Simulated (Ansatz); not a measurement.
Basis-set series for C₂H₃ISi (`IC1=C[SiH2]1`). Total charge 0; spin multiplicity 1. I: def2 effective core potential. Geometry: relaxed with PBE0-D4/def2-TZVP.

| functional | basis | functions | energy (Eh) | HOMO (eV) | LUMO (eV) |
| --- | --- | --- | --- | --- | --- |
| PBE0-D4 | def2-SVP | 87 | -664.78295 | -7.18 | -0.97 |
| PBE0-D4 | def2-TZVPP | 196 | -664.98119 | -7.23 | -1.18 |
| ωB97M-V | def2-SVP | 87 | -664.90486 | -9.24 | 1.05 |
| ωB97M-V | def2-TZVPP | 196 | -665.10744 | -9.31 | 0.68 |

Problem. Give the rows for def2-QZVPP. (Estimate.)

Solution. The calculation gave: 
```
functional       basis  functions  energy (Eh)  HOMO (eV)  LUMO (eV)
   PBE0-D4  def2-QZVPP        356   -664.99645      -7.24      -1.22
   ωB97M-V  def2-QZVPP        356   -665.12159      -9.33       0.53
```

Positive LUMOs are unbound and depend on the basis.

Computed with Ansatz.
